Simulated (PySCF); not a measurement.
Electron correlation in Bi⁺ (bismuth, charge +1)

[Xe] 4f14 5d10 6s2 6p2, high-spin 3P determinant. Computed with PySCF 2.14 in aug-cc-pwCVTZ-DK3 (11s10p8d5f1g, 125 functions), with the spin-free X2C one-electron Hamiltonian (Gaussian nucleus). Frozen: [Xe] 4f14 5d10; 4 electrons correlated.

```
  level  correlation energy (mhartree)
   CCSD                         -49.66
    (T)                          -1.01
CCSD(T)                         -50.67
```

Diagnostics: T1 = 0.0059, D1 = 0.0151, largest double amplitude 0.069.

Spin-orbit coupling is strong in this species (close to jj coupling), so the high-spin LS determinant is a model state, not a physical level.

Cost of the coupled-cluster step: of the order of 11 core-seconds, for 4 correlated electrons.

Spin-orbit coupling is strong in this species, so the high-spin LS determinant is a model state.
